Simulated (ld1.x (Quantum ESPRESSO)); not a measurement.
# Varying the TM potential for cadmium

Base potential:

Cd (Z = 48), norm-conserving Troullier–Martins (Kleinman–Bylander form), made with ld1.x (Quantum ESPRESSO) 7.5 (PBE, scalar-relativistic). Core [Kr], reference 4d10 5s2 5p0. Waves: 5s (bound): rc 2.60 bohr; 5p (bound, empty): rc 3.55 bohr; 4d (bound): rc 1.85 bohr. Local part: all-electron potential smoothed inside 1.85 bohr (lloc = -1). Core correction: Bessel-smoothed model core inside 0.90 bohr.

Cutoffs, loose and tight: the cutoffs (Ry, on a coarse ladder) from which the occupation-weighted sum of valence levels, in a spherical-Bessel basis at the reference potential, stays within 10 and 1 mRy of its value at 400 Ry. They do not see the model core or the augmentation charge, which bear on the density cutoff. Test errors are all-electron minus pseudo excitation energies from the reference, over the configurations 4d10 5s1 5p0; 4d10 5s0 5p0; 4d9 5s0 5p0; 4d10 5s0 5p2; 4d9 5s2 5p1; 4d8 5s0 5p0; 4d10 5s0 5p1. A dash means not determined; rows that change the core or the reference have their own tests. The largest error is taken over the tests solved by every variant that gives reliable tests at all: 4d10 5s0 5p0; 4d10 5s0 5p1; 4d10 5s0 5p2; 4d10 5s1 5p0; 4d8 5s0 5p0; 4d9 5s0 5p0.

A true bound ghost makes a file unfit for plane-wave use even where its test errors are small: the radial tests pick states by their node count and pass the ghost by. Where a test does run into it, the solver fails or the error is huge.

| change | outcome | cutoff, loose | cutoff, tight | bound ghosts | largest test error (meV) |
| --- | --- | --- | --- | --- | --- |
| base | generated | 70 Ry | 100 Ry | s | -537 |
| type ultrasoft; waves now 5s (bound): rcut 2.25, rcutus 2.60 bohr; 5s channel at 0.85 Ry: rcut 2.25, rcutus 2.60 bohr; 5p (bound): rcut 3.10, rcutus 3.55 bohr; 5p channel at 0.9 Ry: rcut 3.10, rcutus 3.55 bohr; 4d (bound): rcut 1.60, rcutus 1.85 bohr; 4d channel at 0.9 Ry: rcut 1.60, rcutus 1.85 bohr; local potential all-electron potential smoothed inside 2.40 bohr (lloc = -1); augmentation PSQ, inside the norm-conserving radii | generated | 35 Ry | 55 Ry | none | -281 |
| reference 4d10 5s1.75 5p0.25 | generated | 70 Ry | 100 Ry | s | -131 over the solved tests; 1 of 7 tests not solved or not reliable |
| functional LDA (PZ) | generated | 70 Ry | 100 Ry | s | -508 |
| all radii but the core radius scaled by about 1.10 (s 2.86, p 3.92, d 2.04 bohr); local potential all-electron potential smoothed inside 2.04 bohr (lloc = -1) | generated | 55 Ry | 90 Ry | s | -746 |
| wave 4d (bound): rc 1.85 bohr becomes 4d (bound): rc 1.94 bohr | generated | 60 Ry | 90 Ry | s | -528 |
| core correction Bessel-smoothed model core inside 0.76 bohr | generated | 70 Ry | 100 Ry | s | -537 |
| core [Ar] 3d10 4s2, valence charge 18; reference 4p6 4d10 5s2 5p0; waves now 5s (bound): rc 1.90 bohr; 4d (bound): rc 1.90 bohr; 4p (bound): rc 1.40 bohr; local potential the p channel; core correction a·sin(br)/r model core, default radius (core density twice the valence density) | generated | 70 Ry | 110 Ry | s | -210 |
| wave 5s (bound): rc 2.60 bohr becomes 5s (bound): rc 2.90 bohr | generated | 70 Ry | 100 Ry | s | -717 |
| wave 5p (bound): rc 3.55 bohr becomes 5p (bound): rc 5.08 bohr | generated | 70 Ry | 100 Ry | s | -537 |

(1) What comes out with this change to the base: local potential all-electron potential smoothed inside 4.18 bohr (lloc = -1)?

(2) What comes out with this change to the base: local potential all-electron potential smoothed inside 3.72 bohr (lloc = -1)?

(3) What comes out with this change to the base: local potential the d channel?

Results:

(1) outcome: generated; cutoff, loose: 70 Ry; cutoff, tight: 100 Ry; bound ghosts: s; largest test error (meV): -1464.

(2) outcome: generated; cutoff, loose: 70 Ry; cutoff, tight: 100 Ry; bound ghosts: none; largest test error (meV): -1308.

(3) outcome: generated; cutoff, loose: 60 Ry; cutoff, tight: 100 Ry; bound ghosts: s, p; largest test error (meV): -518.
